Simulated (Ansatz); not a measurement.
`[NH2][Zr]([OH])([F])[F]`, relaxed with RKS PBE0-D4/def2-TZVP in Ansatz 0.2.0 from a GFN2-xTB geometry. The force threshold is 0.005 eV/Å; the program also tests the step.

Charge 0, multiplicity 1. Zr takes the def2 core potential.

Start:

```xyz
8

N     0.586   -0.648    1.241
Zr   -0.544    0.025   -0.285
O     0.497    1.209   -1.293
F    -0.965   -1.329   -1.512
F    -2.073    0.742    0.521
H     1.574   -0.395    1.351
H     0.163   -0.616    2.178
H     0.763    1.012   -2.202
```

```csv
step,energy (eV),largest force (eV/Å),largest move (Å)
1,-10302.1465,1.816,0.000
2,-10302.3595,0.707,0.133
3,-10302.3982,0.628,0.083
4,-10302.4422,0.791,0.175
5,-10302.4548,0.684,0.086
6,-10302.4716,0.344,0.074
7,-10302.4842,0.199,0.186
8,-10302.4858,0.086,0.097
9,-10302.4878,0.021,0.057
10,-10302.4879,0.012,0.012
11,-10302.4880,0.001,0.005
12 (rejected),-10302.4880,0.017,0.005
13,-10302.4880,0.001,0.003
```

End:

```xyz
8

N     0.588   -0.507    1.295
Zr   -0.555   -0.027   -0.306
O     0.552    1.007   -1.472
F    -1.204   -1.633   -1.126
F    -2.109    0.926    0.287
H     1.554   -0.241    1.427
H     0.287   -1.050    2.093
H     0.887    1.525   -2.198
```

Run time 29 s (4 threads of an Arm Neoverse V2 on a shared host); peak host memory 0.42 GiB.
